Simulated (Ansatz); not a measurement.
**Worked example: CBrClF2 + SiH(CH3)Cl2 → CHBrF2 + Si(CH3)Cl3**

Species: CBrClF2 `FC(F)(Cl)Br`, singlet; SiH(CH3)Cl2 (methyldichlorosilane), singlet; CHBrF2 (bromodifluoromethane) `FC(F)Br`, singlet; Si(CH3)Cl3 (methyltrichlorosilane), singlet. The partners trade Cl for H: C–Cl and Si–H bonds give way to C–H and Si–Cl.

Shapes, held fixed at every level: PBE0-D4/def2-TZVP. Programs: Ansatz 0.2.0. The zero-point and thermal change to 298 K, harmonic and unscaled (PBE0-D4/def2-TZVP), is +10.3 kJ/mol.

At CCSD(T)/def2-TZVPP; 1 Eh = 2625.50 kJ/mol:

| species | energy (Eh) |
| --- | --- |
| CBrClF2 | -3269.936163 |
| SiH(CH3)Cl2 | -1249.067077 |
| CHBrF2 | -2810.816010 |
| Si(CH3)Cl3 | -1708.254444 |

**Question.** Work out ΔH(298 K) of the reaction at this level.

**Answer.** 
1. Products less reactants: (-2810.816010) + (-1708.254444) − [(-3269.936163) + (-1249.067077)] = -0.067214 Eh = -176.5 kJ/mol.
2. With the thermal change: -176.5 + (+10.3) = -166.2 kJ/mol.

Other levels give -171.4 (MP2/def2-TZVPP) to -157.5 kJ/mol (PBE-D4/def2-TZVPP). No measured value is set beside it here. Relativity is left out for Br. Outer-core shells of Br are correlated in most correlated rows, in sets that cover them unevenly.
